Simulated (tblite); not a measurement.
Species: C₆H₁₁NO (charge -1 and doublet state).
Numbering: `[CH2:1]=[CH:2][C:3]([O-:4])[N:5]([CH3:6])[CH2:7][CH3:8]` (hydrogens: H9, H10 on C1; H11 on C2; H12, H13, H14 on C6; H15, H16 on C7; H17, H18, H19 on C8)

Structure used (GFN2-xTB), in Å, numbered top down from 1:
```
atom  x, y, z in Å
C1     2.564   -0.521    0.442
C2     1.994    0.314   -0.502
C3     0.636    0.504   -0.774
O4     0.159    1.329   -1.608
N5    -0.284   -0.345    0.004
C6    -0.357   -1.676   -0.551
C7    -1.598    0.241    0.157
C8    -1.515    1.526    0.972
H9     3.636   -0.567    0.569
H10    1.964   -1.087    1.133
H11    2.666    0.903   -1.123
H12   -0.876   -1.710   -1.529
H13   -0.894   -2.341    0.139
H14    0.656   -2.049   -0.686
H15   -2.237   -0.490    0.676
H16   -2.062    0.467   -0.822
H17   -2.512    1.920    1.172
H18   -0.943    2.257    0.409
H19   -1.006    1.333    1.914
```

Calculated harmonic vibrations of the isolated species, GFN2-xTB (tblite), most abundant isotopes, no scaling. The method is semi-empirical: single wavenumbers can be off by several per cent or more. One conformer, not necessarily the lowest. Open shells enter through the occupations alone, without spin polarisation, and single modes of such species can be off by tens of per cent.

Harmonic wavenumbers (cm⁻¹): 49.4, 90.7, 162.9, 191.0, 209.4, 219.2, 234.5, 286.7, 328.2, 423.5, 459.3, 485.9, 521.5, 557.6, 616.3, 732.6, 829.6, 861.8, 921.5, 970.3, 1059.0, 1072.6, 1086.6, 1140.2, 1182.5, 1202.0, 1227.8, 1259.4, 1273.1, 1347.4, 1370.6, 1387.4, 1402.2, 1472.6, 1477.7, 1485.8, 1493.0, 1502.7, 1505.4, 1649.8, 2757.9, 2772.1, 2856.9, 2881.9, 2983.6, 2984.5, 3017.1, 3026.4, 3033.4, 3057.4, 3098.6.

A = 2753, B = 1594, C = 1396 MHz; mass 113.084 u (most abundant isotopes); point group C1, symmetry number 1; spin multiplicity 2.

Task: Zero-point energy?

Result: ½Σν̃ = 34110 cm⁻¹ = 97.53 kcal/mol.

Task: What is S at 298.15 K and 1 bar for an ideal gas of classical rigid rotors and harmonic oscillators?

Result: Translation 40.11, rotation 28.35, vibration 27.20, spin (R ln 2) 1.38: S = 97.0 cal/(mol K).

Task: And Cp and H(298.15 K) − H(0)?

Result: Cp = 37.61 cal/(mol K), of which vibrations give 29.66 (their classical limit is 51 R = 101.3); H(298.15 K) − H(0) = 6.82 kcal/mol without the zero-point energy, 4.45 from vibrations.

Task: What must be added to the electronic energy to get the Gibbs energy at 298.15 K and 1 bar?

Result: ZPE + [H(298.15 K) − H(0)] − T·S = 97.53 + 6.82 − 28.93 = 75.42 kcal/mol.

Task: How do the functions run with temperature in this model?

Result: 
| T (K) | S (cal/(mol K)) | Cp (cal/(mol K)) | H − H(0) (kcal/mol) | G − H(0) (kcal/mol) | ln q(vib) |
| --- | --- | --- | --- | --- | --- |
| 150 | 76.5 | 23.6 | 2.27 | -9.20 | 2.48 |
| 250 | 90.8 | 33.1 | 5.12 | -17.59 | 4.97 |
| 400 | 109.4 | 47.0 | 11.13 | -32.64 | 8.74 |
| 600 | 131.5 | 62.2 | 22.13 | -56.77 | 13.67 |
| 900 | 159.9 | 77.5 | 43.27 | -100.61 | 20.69 |

q(vib) and H(0) count from the zero-point level.

Task: Blend soft modes into free rotors: weight 1/[1 + (100 cm⁻¹/ν̃)⁴] for the oscillator and the rest for a rotor with moment μB/(μ + B), μ = h/(8π²ν), B = 10⁻⁴⁴ kg m². What vibrational entropy results?

Result: 25.58 cal/(mol K) in place of 27.20, which changes −T·S at 298.15 K by +0.48 kcal/mol.

Task: Which modes carry the vibrational entropy at 298.15 K?

Result: 49.4 cm⁻¹: 4.84; 90.7 cm⁻¹: 3.64; 162.9 cm⁻¹: 2.52; 191.0 cm⁻¹: 2.22; 209.4 cm⁻¹: 2.05; 219.2 cm⁻¹: 1.97 cal/(mol K); the other 45 give 9.96 together.

Hindered rotation and anharmonicity are outside this model. Other conformers, if any are populated, would add a mixing term that is left out. The structure is chiral; the term R ln 2 for an equal mix with its mirror image is left out.
